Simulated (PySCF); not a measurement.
CrH3O3, SMILES [OH][Cr]([OH])[OH] (connectivity only; charge and spin as stated), neutral, multiplicity 4.

Geometry optimised at PBE-D3(BJ)/def2-SVP. The multiplicity is an assumed one; other spin states were not compared. Other conformers were not sampled.

Calculation: PBE-D3(BJ)/def2-SVP in PySCF.

Frequencies are harmonic and unscaled.

Computed vibrational spectrum:
```csv
mode,ν (cm⁻¹),IR (km/mol),moving atoms (share of kinetic energy)
1,152,7.8,"Cr 47 %, O 43 %, H 10 %"
2,195,1.3,"O 67 %, H 20 %, Cr 13 %"
3,200,0.4,"O 71 %, H 15 %, Cr 14 %"
4,321,98.2,"H 80 %, O 19 %"
5,352,87.2,"H 90 %, O 10 %"
6,398,176.3,"H 85 %, O 15 %"
7,648,0.1,O 93 %
8,660,183.3,"H 81 %, O 18 %"
9,661,214.4,"H 79 %, O 18 %"
10,680,20.6,"H 86 %, O 14 %"
11,750,101.5,"O 54 %, Cr 34 %, H 12 %"
12,753,109.1,"O 54 %, Cr 35 %, H 11 %"
13,3660,87.6,H 94 %
14,3667,75.9,H 94 %
15,3671,36.3,H 94 %
```
